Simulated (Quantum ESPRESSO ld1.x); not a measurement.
All-electron atom: Ir2+ in [Xe] 4f14 5d6 5f1 (not the ground configuration).

Method: Dirac Kohn-Sham, PBE, spin-unpolarised, spherical densities, point nucleus; open shells fill j = l - 1/2 first; computed with ld1.x of Quantum ESPRESSO 7.5.

Energy parts (Ry):
| part | energy |
|---|---|
| total | -35712.58 |
| kinetic | 40712.38 |
| electron-nucleus | -89509.16 |
| Hartree | 13780.40 |
| exchange-correlation | -696.20 |

Orbitals (lengths in bohr, moments of r in powers of bohr; <r^-3> diverges for s and p1/2; r(max) is where P^2 peaks; r(90%) holds 90 % of the orbital's charge):
orbital  occ.  eigenvalue (Ry)      <r>  r(max)   <r^-3>  r(90%)  small-component weight
1s1/2       2         -5589.34  0.01743   0.011        -  0.0318                8.51e-02
2s1/2       2         -978.557  0.07295   0.062        -   0.114                1.94e-02
2p1/2       2         -937.335  0.06017   0.047        -   0.100                1.95e-02
2p3/2       4         -817.692  0.06848   0.053    18750   0.111                1.74e-02
3s1/2       2         -230.295   0.1899   0.176        -   0.279                6.44e-03
3p1/2       2         -211.856   0.1801   0.164        -   0.271                6.39e-03
3p3/2       4         -185.658   0.1954   0.179     4312   0.292                5.79e-03
3d3/2       4         -154.928   0.1705   0.140    750.2   0.265                5.68e-03
3d5/2       6         -149.268   0.1752   0.144    628.6   0.271                5.52e-03
4s1/2       2         -50.6048   0.4232   0.399        -   0.608                2.16e-03
4p1/2       2         -42.8286   0.4267   0.395        -   0.620                2.06e-03
4p3/2       4         -36.6328   0.4604   0.428     1022   0.668                1.84e-03
4d3/2       4         -23.9015   0.4719   0.422    158.0   0.706                1.64e-03
4d5/2       6         -22.7515   0.4831   0.432    129.5   0.722                1.58e-03
5s1/2       2         -9.04903   0.9768   0.894        -    1.40                5.21e-04
5p1/2       2         -6.60215    1.060   0.946        -    1.54                4.42e-04
4f5/2       6         -6.56168   0.5311   0.392    25.74   0.862                1.20e-03
4f7/2       8         -6.33228   0.5387   0.399    24.49   0.875                1.17e-03
5p3/2       4         -5.59354    1.155    1.02    163.7    1.68                3.77e-04
5d3/2       4         -2.33223    1.529    1.25    14.88    2.32                2.15e-04
5d5/2       2         -2.22680    1.576    1.29    11.92    2.39                2.03e-04
5f5/2       1         -0.46759    5.279    4.80  0.07649    7.90                1.32e-05
5f7/2       0         -0.46704    5.292    4.80  0.07512    7.91                1.31e-05

The highest occupied level is 5f5/2 at -6.362 eV. The density falls to 0.001 e/bohr^3 at r = 4.18 bohr.
